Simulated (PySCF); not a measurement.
Species: C₅H₂ClFO₂.
SMILES with atom numbers: `[O:1]=[C:2]([F:3])[c:4]1[cH:5][c:6]([Cl:7])[cH:8][o:9]1`

Geometry (GFN2-xTB, Å), atoms numbered from 1 in this order:
```
atom  x, y, z in Å
O1     2.799   -0.898   -0.780
C2     2.086   -0.195   -0.153
F3     2.620    0.737    0.694
C4     0.638   -0.126   -0.107
C5    -0.198    0.695    0.621
C6    -1.505    0.312    0.261
Cl7   -2.963    0.975    0.840
C8    -1.371   -0.706   -0.655
O9    -0.088   -0.967   -0.875
H10    0.092    1.459    1.313
H11   -2.105   -1.282   -1.184
```

NICS = −σ at a ghost point: NICS(0) at the centroid of the ring atoms, NICS(1) 1 Å to either side along the normal of their mean plane, zz for the tensor component along that normal. Level: GIAO PBE0/pcSseg-1 (PySCF, non-relativistic, gas phase) on the GFN2-xTB geometry, one conformer.

Ring bond lengths (Å), with Mayer bond orders in brackets: C4–C5 1.379 (1.42), C5–C6 1.409 (1.25), C6–C8 1.376 (1.47), C8–O9 1.328 (1.14), O9–C4 1.350 (1.04).

Problem. Give the NICS values of each ring in ppm.

Solution. 
```
          ring                                               type  NICS(0)  NICS(1), two faces  NICS(1)zz, two faces  rms pucker (Å)  centre to ring atoms, mean (Å)
C4–C5–C6–C8–O9  5-membered ring with O; formal bonds all aromatic    -12.3       -10.2 / -10.2         -24.2 / -24.2            0.00                            1.16
```

Problem. What do they say, and how far can they be read as aromaticity?

Solution. 
- C4–C5–C6–C8–O9: mean NICS(1)zz -24.2 ppm, shielded. For a flat ring without four-coordinate atoms the NICS criterion counts such a value as aromatic.

Problem. What does the geometric index give? HOMA = 1 − mean of α(R − Ropt)² over the ring bonds, with Krygowski's 1993 parameters (CC: Ropt 1.388 Å, α 257.7 Å⁻²; CO: Ropt 1.265 Å, α 157.38 Å⁻²).

Solution. 
- C4–C5–C6–C8–O9: HOMA 0.61; the largest term is that of O9–C4, α(R − Ropt)² = 1.15.

Problem. Give the inner angles of the rings and the Hirshfeld charges of the ring atoms.

Solution. 
- C4–C5–C6–C8–O9: C4 110.2° (+0.037 e), C5 105.4° (-0.063 e), C6 106.4° (-0.018 e), C8 110.4° (+0.032 e), O9 107.6° (-0.034 e); sum 540.0° against 540° for a flat convex ring.

Problem. How shielded are the nuclei of the rings and their hydrogens (means over atoms taken as equivalent)?

Solution. 
```json
{"atoms": "C4", "environment": "substituted aromatic carbon", "σ isotropic (ppm)": "41.9", "principal values of the symmetric part, first atom (ppm)": "-15.2, 42.0, 98.8"}
{"atoms": "C5", "environment": "aromatic CH carbon", "σ isotropic (ppm)": "53.1", "principal values of the symmetric part, first atom (ppm)": "-24.9, 33.7, 150.6"}
{"atoms": "C6", "environment": "aromatic C–Cl carbon", "σ isotropic (ppm)": "55.1", "principal values of the symmetric part, first atom (ppm)": "-16.1, 60.8, 120.7"}
{"atoms": "C8", "environment": "aromatic CH next to a ring oxygen", "σ isotropic (ppm)": "33.6", "principal values of the symmetric part, first atom (ppm)": "-44.7, 40.8, 104.7"}
{"atoms": "O9", "environment": "furan-type oxygen", "σ isotropic (ppm)": "27.8", "principal values of the symmetric part, first atom (ppm)": "-135.5, -40.0, 259.0"}
{"atoms": "H10", "environment": "aromatic hydrogen", "σ isotropic (ppm)": "24.12", "principal values of the symmetric part, first atom (ppm)": "21.3, 23.5, 27.6"}
{"atoms": "H11", "environment": "aromatic hydrogen", "σ isotropic (ppm)": "23.94", "principal values of the symmetric part, first atom (ppm)": "20.6, 24.4, 26.9"}
```

The run took about 50 s of CPU time (one thread, shared machine). This is the whole shielding run at PBE0/pcSseg-1, SCF included.
